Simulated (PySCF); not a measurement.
Cartesian coordinates (Å):
```xyz
7

Nb    -0.0674     0.0084     0.0629
F      1.2799    -0.7957     1.0771
F     -1.2025    -0.1577    -1.4116
F      1.2771     0.3191    -1.1985
F     -1.2110    -1.2186     0.8890
O     -0.4219     1.6260     0.8313
H     -0.6183     2.4734     1.2431
```
Charge 0, spin multiplicity 1.

Q: What total energy, HOMO–LUMO gap, LUMO, HOMO and dipole moment does PySCF with PBE-D3(BJ)/def2-TZVP // r2SCAN-D4/def2-SVP give?

A: 
```yaml
total_energy: -14484.50 eV
HOMO–LUMO gap: 5.64 eV
LUMO: -3.54 eV
HOMO: -9.18 eV
dipole_moment: 3.74 D
```
